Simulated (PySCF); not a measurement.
Gas-phase equilibrium of 1 mol H₂O, 43 mol O₂ at 600 K and 0.100 bar, among 9 species (O₂, O, HO₂, H₂O, H, H₂O₂, O₃, H₂, OH). Only gases are allowed; each row takes one source of thermochemistry for all species, and Cantera finds the minimum.

Energies from PySCF, thermal terms from the rigid-rotor harmonic-oscillator model, ideal gas at 1 bar. 'Table' is the NASA 1993 thermochemical table (part measured, part estimated). † marks an energy on the PBE0/def2-TZVP geometry and frequencies; other levels use their own. 6-31G* has spherical d functions here. Open shells (unrestricted) among the columns below: O₂ (multiplicity 3), O (multiplicity 3, electronic degeneracy 9), OH (multiplicity 2, electronic degeneracy 4); the rest are closed-shell singlets. Spin-orbit splitting is ignored; it lowers the true energy and changes the entropy of O, OH. B3LYP is the form with VWN-RPA correlation. The harmonic model lacks anharmonicity and excited electronic states, which grow with temperature; levels with a mode under 35 cm⁻¹ are left out. The table's entry may be an old estimate for OH (not checked at source).

Molecules larger than those listed are left out.

Mole fractions:

| thermochemistry | x O₂ | x O | x H₂O | x OH |
|---|---|---|---|---|
| table | 0.98 | <1e-12 | 0.023 | <1e-12 |
| B3LYP/6-31G* | 0.98 | <1e-12 | 0.023 | 1.3e-12 |
| HF/6-31G* | 0.95 | 0.028 | 0.022 | 7.8e-5 |
| PBE0/def2-SVP† | 0.98 | <1e-12 | 0.023 | <1e-12 |
| PBE0/def2-TZVP | 0.98 | <1e-12 | 0.023 | <1e-12 |
| ωB97M-V/def2-TZVP† | 0.98 | <1e-12 | 0.023 | <1e-12 |
| ωB97X-V/def2-TZVP† | 0.98 | <1e-12 | 0.023 | <1e-12 |
The most sensitive of these is O: it spans a factor of 10^10.4 over these rows; at this temperature one factor of ten is RT ln 10 = 11 kJ/mol.
